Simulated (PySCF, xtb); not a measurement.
C3H4O, SMILES O=C1CC1.

Harmonic wavenumbers (cm⁻¹) from GFN2-xTB (xtb) at its own minimum, in rising order: 358, 495, 689, 738, 816, 942, 1013, 1035, 1046, 1118, 1174, 1390, 1410, 2006, 3082, 3085, 3086, 3101.

Problem. What does B3LYP-D3(BJ)/def2-SVP in PySCF give at its own minimum? (An estimate is asked for; the answer gives what the named calculation found.)

Solution. 319, 507, 617, 702, 733, 961, 1012, 1067, 1069, 1087, 1153, 1383, 1407, 1975, 3105, 3105, 3193, 3203. Paired by order, the mean absolute difference is 37 cm⁻¹ and the zero-point energies are 38.0 and 38.0 kcal/mol.
